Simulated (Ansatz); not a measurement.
C3H7Sb (`C[CH]1[CH2][SbH]1`), relaxed with RKS PBE-D4/def2-SVP in the Gaussian-basis code of Ansatz from a rough embedded geometry. The force threshold is 0.03 eV/Å; the program also tests the step.

The species carries charge 0 and has multiplicity 1. Sb: def2 effective core potential.

Start:

```xyz
11

C    -0.676   -0.957   -0.790
C     0.301    0.057   -0.356
C     0.434    0.143    1.098
Sb   -0.679    1.891    0.431
H    -0.945   -0.792   -1.910
H    -0.234   -2.021   -0.757
H    -1.636   -0.980   -0.223
H     1.225    0.153   -0.881
H    -0.156   -0.609    1.731
H     1.487    0.343    1.488
H     0.880    2.772    0.169
```

| step | energy (eV) | largest force (eV/Å) | largest move (Å) |
| --- | --- | --- | --- |
| 1 | -9754.7239 | 2.623 | 0.000 |
| 2 | -9754.9888 | 0.871 | 0.195 |
| 3 | -9755.0729 | 0.381 | 0.118 |
| 4 (rejected) | -9755.0717 | 0.423 | 0.142 |
| 5 | -9755.0841 | 0.139 | 0.071 |
| 6 (rejected) | -9755.0839 | 0.137 | 0.100 |
| 7 | -9755.0872 | 0.028 | 0.050 |

End:

```xyz
11

C    -0.689   -1.019   -0.861
C     0.278    0.000   -0.303
C     0.474    0.124    1.152
Sb   -0.614    1.956    0.430
H    -0.970   -0.789   -1.907
H    -0.236   -2.036   -0.846
H    -1.624   -1.071   -0.265
H     1.161    0.205   -0.932
H    -0.153   -0.494    1.817
H     1.478    0.344    1.548
H     0.895    2.782    0.168
```

It took 5 s on 4 threads of a server CPU on a shared host, with 0.19 GiB of host memory at the peak.
